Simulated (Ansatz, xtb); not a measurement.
**C5H8BrF: which of two isomers lies lower**

Structure I: `CC(C)=C[C@H](F)Br`, a singlet. Structure II: `C[C@@]1(Br)CC[C@H]1F`, a singlet. Both are isolated molecules in the gas phase, relaxed with r2SCAN-D4/def2-SVP, each in the lowest conformer that the search found.

Quicker runs give these differences E(II) − E(I): GFN2-xTB −11.02 kcal/mol; HF/STO-3G −21.72 kcal/mol (at GFN2-xTB geometries); r2SCAN-D4/def2-SVP//GFN2-xTB −1.01 kcal/mol.

Q: Estimate E(II) − E(I) at the level CCSD(T)/def2-SVP + ΔMP2/def2-TZVPP.

A: Too close to call at this level: CCSD(T)/def2-SVP + ΔMP2/def2-TZVPP gives E(II) − E(I) = −0.88 kcal/mol.

Level by level:

```tsv
level	geometry	E(II) − E(I) (kcal/mol)	departure from the last row (kcal/mol)	job, with rough time for the two
GFN2-xTB	GFN2-xTB	−11.02	−10.15	optimisation, 0.17 s
HF/STO-3G	GFN2-xTB	−21.72	−20.85	single point, 0.46 s
r2SCAN-D4/def2-SVP//GFN2-xTB	GFN2-xTB	−1.01	−0.13	single point, 4.5 s
r2SCAN-D4/def2-SVP	r2SCAN-D4/def2-SVP	−1.18	−0.31	optimisation, 59 s
HF/def2-SVP	r2SCAN-D4/def2-SVP	+0.29	+1.16	part of the CCSD(T) run
MP2/def2-SVP	r2SCAN-D4/def2-SVP	−4.48	−3.61	part of the CCSD(T) run
CCSD(T)/def2-SVP	r2SCAN-D4/def2-SVP	−2.44	−1.57	single point
CCSD(T)/def2-SVP + ΔMP2/def2-TZVPP	r2SCAN-D4/def2-SVP	−0.88		single point, 2.3 min
```

As drawn, II has 2 C–C in place of 1 C=C. Structure I has no ring, II a 4-membered ring.

The largest departure from CCSD(T)/def2-SVP + ΔMP2/def2-TZVPP is that of HF/STO-3G, 20.85 kcal/mol. The last row adds to CCSD(T) the change of the MP2 difference between the two basis sets, here +1.57 kcal/mol.

With thermal terms from frequencies at re-optimised GFN2-xTB minima (ideal gas, soft modes damped towards free rotors, one conformer each, 298.15 K, 1 atm): on the last row, ΔE + ΔZPE = +0.91, ΔH = +0.04, ΔG = +2.23 kcal/mol.

The correlated steps freeze 15 core orbitals; the filled d shell of Br is correlated, in a basis made for valence electrons. Codes used: Ansatz 0.2.0, xtb 6.7.1; the last row on 4 threads of Arm Neoverse V2 on a shared host.
